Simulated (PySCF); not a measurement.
Species: Si8Cl8 cube `Cl[Si]12[Si]3(Cl)[Si]4(Cl)[Si]1(Cl)[Si]1(Cl)[Si]2(Cl)[Si]3(Cl)[Si]41Cl`, charge 0, multiplicity 1, gas phase. Level: PBE-D3(BJ)/def2-SVP (PySCF).  1 Ha = 27.2114 eV.

```csv
charge state,geometry,total energy (Ha)
parent,parent,-5993.47799
ion,parent,-5993.19582
ion,ion,-5993.20615
parent,ion,-5993.46582
```

The ion has one electron fewer. Take an electronic coupling of 10 meV between two like neighbours (an assumed value) and 200 K.

**Question.** Work out the inner reorganisation energy for hole transfer by the four-point rule, the barrier, and the Marcus rate of self-exchange.

**Answer.** Relaxation of the ion: E(ion at parent) − E(ion at ion) = 281 meV. Relaxation of the parent: E(parent at ion) − E(parent at parent) = 331 meV. λ = 612 meV, barrier λ/4 = 153 meV. With kT = 17.2 meV and ħ = 6.582 × 10⁻¹⁶ eV·s, k = (2π/ħ) t² (4πλkT)^(−1/2) exp(−λ/4kT) = 3.7 × 10^8 s⁻¹. The outer (medium) part of λ and nuclear tunnelling are left out.
